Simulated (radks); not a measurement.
The numbers below are computed, except where a source is named.
These are the eigenvalues of the occupied orbitals of an atom or ion with whole-number occupations (hartree). Code: a radial shooting solver on a logarithmic mesh with Libxc functionals. Model: non-relativistic Kohn-Sham, SCAN, spin-polarised, spherical densities, point nucleus; meta-GGA in the generalised Kohn-Sham scheme.

orbital  eigenvalue
1s        -945.0283
2s        -138.4316
2p        -128.9601
3s        -26.46283
3p        -22.58781
3d        -15.47076
4s         -4.39413
4p         -3.14746
4d         -1.14507

Which element is it, and in what charge state? The configuration may be excited. Open shells, if any, are filled with parallel spins first.

Answer. Z = 48, cadmium, charge +2: Cd2+ in [Kr] 4d10. The list shows which subshells hold electrons but not how many an open one holds; the 1s level, -945.03 hartree, gives Z - s = 43.5 by -(Z - s)^2/2, which with screening narrows Z to a few neighbours, and the depths of the outer levels then fix element, charge and occupations together.
